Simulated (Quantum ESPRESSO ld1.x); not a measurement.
The numbers below are computed, except where a source is named.
Q: Mg2+, configuration [Ne]. Level of theory: scalar-relativistic Kohn-Sham, PBE, spin-unpolarised, spherical densities, point nucleus (ld1.x of Quantum ESPRESSO 7.5). Some entries of the table are withheld. Estimate them.

orbital  occ.  eigenvalue (eV)  <r^2> (bohr^2)
1s          2         -1280.21         0.02299
2s          2         -99.9684          0.5809
2p          6              (1)          0.5983
3s          0         -18.3041           6.965
3p          0              (2)             (3)

A: 
(1) 2p eigenvalue (eV): -66.7054
(2) 3p eigenvalue (eV): -12.8879
(3) 3p <r^2> (bohr^2): 9.905
